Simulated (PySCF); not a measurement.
C₃H₈N, doublet, at a GFN2-xTB geometry. Base run: PySCF with DF-CAMB3LYP/pcseg-1.

The PySCF input:
```python
from pyscf import gto, scf, dft

mol = gto.M(
    atom='''
N     0.00107674    0.05252662    0.22290961
C    -0.00119711    1.43247889    0.07940335
C     1.20870810   -0.64841920   -0.12711140
C    -1.20848741   -0.65112173   -0.11479853
H     0.91995774    1.93255837    0.31358775
H    -0.92103430    1.93050006    0.32296552
H     1.30930264   -0.79359459   -1.21222697
H     1.20646811   -1.62978335    0.35106755
H     2.06996861   -0.08568093    0.22685824
H    -1.31980642   -0.79653405   -1.19883464
H    -2.06735332   -0.09030664    0.24793320
H    -1.19918176   -1.63247297    0.36332161
''',
    basis='pcseg-1',
    spin=1,
    verbose=4,
)

mf = dft.UKS(mol)
mf.xc = 'camb3lyp'
mf = mf.density_fit(auxbasis='def2-universal-jkfit')
mf.kernel()
mf.analyze()
```

The base run was repeated with changes; each row names its change, and settings that it needs were set with it.

| change | ΔE vs base (µEh) | SCF cycles | <S^2> |
|---|---|---|---|
| base | 0.0 | 11 | 0.753 |
| solver = newton; init_guess = 1e | 0.0 | - | 0.753 |
| conv_tol = 1e-11 | 0.0 | 13 | 0.753 |
| conv_tol = 1e-7 | 0.0 | 9 | 0.753 |
| DIIS = ADIIS | 0.0 | 17 | 0.753 |
| level_shift = 0.3 (with mf.max_cycle = 100) | 0.0 | 15 | 0.753 |
| init_guess = vsap | 0.0 | 13 | 0.753 |
| level_shift = 1.0 (with mf.max_cycle = 100) | 0.0 | 30 | 0.753 |
| level_shift = 0.5 (with mf.max_cycle = 100) | 0.0 | 19 | 0.753 |
| solver = newton | 0.0 | - | 0.753 |
| conv_tol_grad = 1e-7 | 0.0 | 16 | 0.753 |
| diis_space = 2 | 0.0 | 17 | 0.753 |
| init_guess = mod_huckel | 0.0 | 12 | 0.753 |

Open shells are given as the SCF converged; they aren't shown to be the lowest states, and a large step between rows can be another state.
